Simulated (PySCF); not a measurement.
Compound: C3H3Cl2FSi.
Numbering: `[F:1][C@@H:2]1[CH:3]=[C:4]1[SiH:5]([Cl:6])[Cl:7]` (hydrogens: H8 on C2; H9 on C3; H10 on Si5)

Computed by this run: PBE0-D3(BJ)/def2-SVP geometry optimisation, gas phase in PySCF 2.14.0; density fitting, grid level 1; the optimiser is geomeTRIC in internal coordinates, started from a GFN2-xTB structure with every atom displaced at random (about 0.01 Å).

Step 0: E = -38767.7350 eV
```
atom  x, y, z in Å  |  force x, y, z in eV/Å
F1     -1.3107   -0.1449   -2.0989   -0.141   0.063   0.191
C2     -1.4042   -0.2105   -0.7281    1.852   1.555  -0.124
C3     -1.2042    1.0132    0.0538    1.949  -2.214  -0.388
C4     -0.1468    0.1677    0.0524   -2.772   0.879  -0.479
Si5     1.5607   -0.3548    0.4546   -0.728   0.545   0.037
Cl6     2.4930    1.2051    1.3433    0.397   0.486   0.301
Cl7     1.4557   -1.9106    1.7341   -0.015  -0.660   0.506
H8     -2.0601   -1.0029   -0.4666   -0.793  -1.042   0.489
H9     -1.5944    1.9575    0.3717   -0.247   0.666   0.200
H10     2.2614   -0.7407   -0.7374    0.497  -0.277  -0.734
```

**Question.** Estimate the geometry and energy of step 1. (The exact step hangs on the optimiser's Hessian estimate; all steps are aligned on step 0, rigid shifts and turns removed.)

**Answer.** E = -38767.8852 eV, largest force 0.340 eV/Å
```
atom  x, y, z in Å  |  force x, y, z in eV/Å
F1     -1.4332   -0.0951   -2.1189   -0.011   0.067  -0.119
C2     -1.4378   -0.1958   -0.7587    0.101  -0.224   0.171
C3     -1.1196    0.9783    0.0461   -0.324   0.016  -0.103
C4     -0.1694    0.0700   -0.0267   -0.051   0.140   0.071
Si5     1.5512   -0.3578    0.4490    0.040  -0.029   0.115
Cl6     2.3862    1.2836    1.3692   -0.048  -0.070  -0.053
Cl7     1.5009   -1.9221    1.7908   -0.002   0.067  -0.080
H8     -2.1395   -0.9945   -0.4610    0.102   0.188   0.031
H9     -1.4653    1.9514    0.4042    0.160  -0.124  -0.015
H10     2.3770   -0.7387   -0.7151    0.032  -0.030  -0.019
```

The energy changes by -0.1502 eV. The first-order estimate −F·Δx gives -0.3529 eV and the mean of the old and new forces, exact on a quadratic surface, -0.1563 eV. The step makes an angle of 78° with the force vector and moves no atom by more than 0.135 Å.

The cost below is that of the whole optimisation. Hardware: Arm Neoverse V2, one thread (shared host). Cost: 91 s, 0.53 GiB resident at most.
